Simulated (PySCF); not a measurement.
CH7ClOSi2, SMILES [SiH3]CO[SiH2]Cl.

Coordinates come from a PBE0-D3(BJ)/def2-SVP optimisation. This is a generated structure with no PubChem entry under its InChIKey; it may be hypothetical. The values are those of a single conformer.

Calculation: PBE0-D3(BJ)/def2-SVP in PySCF.

Frequencies are harmonic and unscaled.

Q: Estimate the vibrational spectrum. (The exact figures need the calculation; the answer reports its results.)

A: 
```
mode  ν (cm⁻¹)  IR (km/mol)    moving atoms (share of kinetic energy)
----  --------  -----------  ----------------------------------------
1           26          0.6          Si 31 %, Cl 28 %, H 21 %, C 12 %
2           78          2.8  Si 32 %, H 26 %, O 16 %, Cl 15 %, C 11 %
3          124          1.2                   H 57 %, Si 25 %, Cl 9 %
4          168          2.2          H 50 %, C 19 %, Cl 15 %, Si 15 %
5          234          5.0            O 39 %, H 35 %, C 18 %, Si 8 %
6          318          9.9          O 57 %, Si 20 %, Cl 12 %, H 10 %
7          492          7.9                                    H 95 %
8          540         46.3                  Si 45 %, Cl 35 %, H 15 %
9          568         41.4            H 46 %, Si 32 %, Cl 9 %, C 8 %
10         639         56.9                           H 77 %, Si 16 %
11         733         23.2                                    H 89 %
12         742          9.7                   C 41 %, H 40 %, Si 18 %
13         793         46.1           O 28 %, Si 25 %, H 24 %, C 23 %
14         861         52.7                            H 66 %, C 25 %
15         898        473.2                           H 84 %, Si 14 %
16         921         43.8                           H 87 %, Si 11 %
17         937         55.0                                    H 97 %
18         946         26.1                                    H 96 %
19         959        144.6                                    H 93 %
20        1167        228.7                    O 51 %, C 34 %, H 12 %
21        1271         35.7                     H 82 %, O 10 %, C 8 %
22        1297          1.7                            H 77 %, C 19 %
23        1461          4.0                                    H 94 %
24        2230         71.6                                    H 98 %
25        2238         81.2                                    H 96 %
26        2248         93.1                                    H 96 %
27        2260        116.0                                    H 97 %
28        2306        101.1                                    H 96 %
29        3038         19.9                                    H 94 %
30        3106          8.1                             H 91 %, C 9 %
```
